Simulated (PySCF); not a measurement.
C₂H₈Si₂, charge -1, doublet, at the geometry of the source list (a state made from the parent by changing its charge; the spin is typed, not shown lowest) (in this run its highest filled SCF level lies above zero, so its values depend strongly on the basis, on diffuse functions most of all). Base run: PBE0/6-31G (PySCF).

Input for PySCF:
```python
from pyscf import gto, scf, dft, solvent

mol = gto.M(
    atom='''
C     0.26250000    0.35340000    1.25290000
Si    1.34650000   -0.24600000   -0.21410000
C    -0.26820000   -0.39210000   -1.24010000
Si   -1.34200000    0.27800000    0.20300000
H     0.51390000    1.33930000    1.63570000
H     0.26460000   -0.31590000    2.11030000
H     2.28960000    0.75880000   -0.71390000
H     2.05570000   -1.50870000    0.01340000
H    -0.29120000    0.20620000   -2.14790000
H    -0.51380000   -1.40870000   -1.54080000
H    -1.95290000    1.58480000   -0.05650000
H    -2.36470000   -0.64910000    0.69800000
''',
    basis='6-31g',
    charge=-1,
    spin=1,
    verbose=3,
)

mf = dft.UKS(mol)
mf.xc = 'pbe0'
mf.kernel()
```

The base run was repeated with changes; each row names its change, and settings that it needs were set with it.

| change | ΔE vs base (kJ/mol) |
|---|---|
| base | 0.00 |
| model = IEF-PCM; solvent = methanol; vdw_scale = 1.0 | -199.2 |
| model = IEF-PCM; solvent = methanol; vdw_scale = 1.1 | -202.6 |
| model = C-PCM; solvent = methanol | -199.5 |
| model = ddCOSMO; solvent = methanol | -193.2 |
| model = IEF-PCM; solvent = dichloromethane | -182.3 |
| model = IEF-PCM; solvent = water | -203.1 |
| model = IEF-PCM; solvent = methanol | -199.4 |
| model = IEF-PCM; solvent = methanol; vdw_scale = 1.4 | -184.6 |
| model = IEF-PCM; solvent = methanol; r_probe = 0.5 | -179.6 |
| model = COSMO; solvent = methanol | -196.5 |
| model = SS(V)PE; solvent = methanol | -185.8 |

The base is the gas phase, so ΔE is the electrostatic part of solvation at a fixed geometry, without cavity and dispersion terms.

Open shells are given as the SCF converged; they aren't shown to be the lowest states, and a large step between rows can be another state.

The gas-phase anion may not be bound at this level, which the solvent then changes.
